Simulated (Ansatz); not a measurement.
Harmonic vibrations of niobium pentachloride by finite differences.

```yaml
crystal:
  periodic: [false, false, false]
  atoms:
    - {symbol: Cl, position_ang: [-1.102366, -0.012065, -1.978226]}
    - {symbol: Nb, position_ang: [0.007044, -0.010660, -0.007665]}
    - {symbol: Cl, position_ang: [-1.918388, -0.694352, 1.076616]}
    - {symbol: Cl, position_ang: [1.066760, -1.880656, 0.695024]}
    - {symbol: Cl, position_ang: [1.932280, 0.672847, -1.092398]}
    - {symbol: Cl, position_ang: [0.056870, 1.860885, 1.260550]}
basis:
  gaussian: {orbitals: def2-TZVP}
hamiltonian: {xc: pbe0, dispersion: d4}
phonons: {temperatures: {t_min: 298.15, t_max: 900, t_step: 200}}
```

```sh
$ ansatz run in.yaml --threads 2 --pin off --events-out ev --progress --plain --max-ram 22528MiB --backend cuda --devices 0, --max-vram 18GiB
```

Output, abridged:

```
Functional definition: PBE0
mean field -64152.76105749 eV, -2357.5704845594 hartree, gradient 1.9e-5 eV, S^2 0.000000; 0 other end points of the search recorded, 0 dependent functions left out
mean field -64152.76099883 eV, -2357.5704824037 hartree, gradient 2.0e-6 eV, S^2 0.000000; 0 other end points of the search recorded, 0 dependent functions left out
mean field -64152.76107917 eV, -2357.5704853562 hartree, gradient 2.2e-6 eV, S^2 0.000000; 0 other end points of the search recorded, 0 dependent functions left out
mean field -64152.76105476 eV, -2357.5704844592 hartree, gradient 1.3e-6 eV, S^2 0.000000; 0 other end points of the search recorded, 0 dependent functions left out
mean field -64152.76105532 eV, -2357.5704844799 hartree, gradient 1.3e-6 eV, S^2 0.000000; 0 other end points of the search recorded, 0 dependent functions left out
mean field -64152.76094431 eV, -2357.5704804002 hartree, gradient 2.3e-6 eV, S^2 0.000000; 0 other end points of the search recorded, 0 dependent functions left out
mean field -64152.76108578 eV, -2357.5704855990 hartree, gradient 2.3e-6 eV, S^2 0.000000; 0 other end points of the search recorded, 0 dependent functions left out
mean field -64152.76097509 eV, -2357.5704815314 hartree, gradient 2.3e-6 eV, S^2 0.000000; 0 other end points of the search recorded, 0 dependent functions left out
mean field -64152.76097569 eV, -2357.5704815532 hartree, gradient 2.3e-6 eV, S^2 0.000000; 0 other end points of the search recorded, 0 dependent functions left out
mean field -64152.76097233 eV, -2357.5704814300 hartree, gradient 2.3e-6 eV, S^2 0.000000; 0 other end points of the search recorded, 0 dependent functions left out
mean field -64152.76097284 eV, -2357.5704814487 hartree, gradient 2.3e-6 eV, S^2 0.000000; 0 other end points of the search recorded, 0 dependent functions left out
mean field -64152.76097297 eV, -2357.5704814534 hartree, gradient 2.3e-6 eV, S^2 0.000000; 0 other end points of the search recorded, 0 dependent functions left out
mean field -64152.76097337 eV, -2357.5704814681 hartree, gradient 2.3e-6 eV, S^2 0.000000; 0 other end points of the search recorded, 0 dependent functions left out
mean field -64152.76096548 eV, -2357.5704811784 hartree, gradient 2.3e-6 eV, S^2 0.000000; 0 other end points of the search recorded, 0 dependent functions left out
mean field -64152.76108394 eV, -2357.5704855315 hartree, gradient 2.3e-6 eV, S^2 0.000000; 0 other end points of the search recorded, 0 dependent functions left out
mean field -64152.76102850 eV, -2357.5704834942 hartree, gradient 2.4e-6 eV, S^2 0.000000; 0 other end points of the search recorded, 0 dependent functions left out
mean field -64152.76107014 eV, -2357.5704850244 hartree, gradient 2.5e-6 eV, S^2 0.000000; 0 other end points of the search recorded, 0 dependent functions left out
mean field -64152.76107700 eV, -2357.5704852764 hartree, gradient 2.9e-6 eV, S^2 0.000000; 0 other end points of the search recorded, 0 dependent functions left out
mean field -64152.76101088 eV, -2357.5704828465 hartree, gradient 2.7e-6 eV, S^2 0.000000; 0 other end points of the search recorded, 0 dependent functions left out
mean field -64152.76107853 eV, -2357.5704853328 hartree, gradient 2.1e-6 eV, S^2 0.000000; 0 other end points of the search recorded, 0 dependent functions left out
mean field -64152.76100166 eV, -2357.5704825077 hartree, gradient 2.0e-6 eV, S^2 0.000000; 0 other end points of the search recorded, 0 dependent functions left out
mean field -64152.76095201 eV, -2357.5704806833 hartree, gradient 2.3e-6 eV, S^2 0.000000; 0 other end points of the search recorded, 0 dependent functions left out
mean field -64152.76108747 eV, -2357.5704856612 hartree, gradient 2.3e-6 eV, S^2 0.000000; 0 other end points of the search recorded, 0 dependent functions left out
mean field -64152.76107434 eV, -2357.5704851786 hartree, gradient 1.6e-6 eV, S^2 0.000000; 0 other end points of the search recorded, 0 dependent functions left out
mean field -64152.76102420 eV, -2357.5704833363 hartree, gradient 1.8e-6 eV, S^2 0.000000; 0 other end points of the search recorded, 0 dependent functions left out
mean field -64152.76108410 eV, -2357.5704855373 hartree, gradient 2.3e-6 eV, S^2 0.000000; 0 other end points of the search recorded, 0 dependent functions left out
mean field -64152.76096533 eV, -2357.5704811728 hartree, gradient 2.3e-6 eV, S^2 0.000000; 0 other end points of the search recorded, 0 dependent functions left out
mean field -64152.76107039 eV, -2357.5704850335 hartree, gradient 2.5e-6 eV, S^2 0.000000; 0 other end points of the search recorded, 0 dependent functions left out
mean field -64152.76102826 eV, -2357.5704834853 hartree, gradient 2.4e-6 eV, S^2 0.000000; 0 other end points of the search recorded, 0 dependent functions left out
mean field -64152.76101096 eV, -2357.5704828494 hartree, gradient 2.7e-6 eV, S^2 0.000000; 0 other end points of the search recorded, 0 dependent functions left out
mean field -64152.76107691 eV, -2357.5704852730 hartree, gradient 2.9e-6 eV, S^2 0.000000; 0 other end points of the search recorded, 0 dependent functions left out
mean field -64152.76105329 eV, -2357.5704844051 hartree, gradient 1.4e-6 eV, S^2 0.000000; 0 other end points of the search recorded, 0 dependent functions left out
mean field -64152.76104953 eV, -2357.5704842670 hartree, gradient 1.4e-6 eV, S^2 0.000000; 0 other end points of the search recorded, 0 dependent functions left out
mean field -64152.76108769 eV, -2357.5704856695 hartree, gradient 2.3e-6 eV, S^2 0.000000; 0 other end points of the search recorded, 0 dependent functions left out
mean field -64152.76095166 eV, -2357.5704806704 hartree, gradient 2.3e-6 eV, S^2 0.000000; 0 other end points of the search recorded, 0 dependent functions left out
mean field -64152.76108380 eV, -2357.5704855263 hartree, gradient 2.4e-6 eV, S^2 0.000000; 0 other end points of the search recorded, 0 dependent functions left out
mean field -64152.76099223 eV, -2357.5704821612 hartree, gradient 1.8e-6 eV, S^2 0.000000; 0 other end points of the search recorded, 0 dependent functions left out
Total energy: -64153.04508827 eV, -2357.5809224983 hartree
Atom 0 at    -1.102366    -0.012065    -1.978226 Å, force     0.000364    -0.000091     0.000936 eV/Å
Atom 1 at     0.007044    -0.010660    -0.007665 Å, force    -0.000121    -0.000101    -0.000123 eV/Å
Atom 2 at    -1.918388    -0.694352     1.076616 Å, force    -0.000990    -0.000280     0.000457 eV/Å
Atom 3 at     1.066760    -1.880656     0.695024 Å, force    -0.000323     0.000642    -0.000377 eV/Å
Atom 4 at     1.932280     0.672847    -1.092398 Å, force     0.001054     0.000381    -0.000417 eV/Å
Atom 5 at     0.056870     1.860885     1.260550 Å, force     0.000014    -0.000550    -0.000476 eV/Å
Dipole moment:     0.000088     0.000071     0.000177 e Å
Vibrations: 57.97 58.01 147.57 147.59 177.42 183.84 183.91 325.63 403.35 403.88 441.47 441.52 cm⁻¹, zero-point energy 0.184251 eV
```

It took 2 min on 2 threads of an AMD EPYC 7R13 on a shared host and a share of an NVIDIA H100 80 GB, with 0.98 GiB of host memory at the peak.
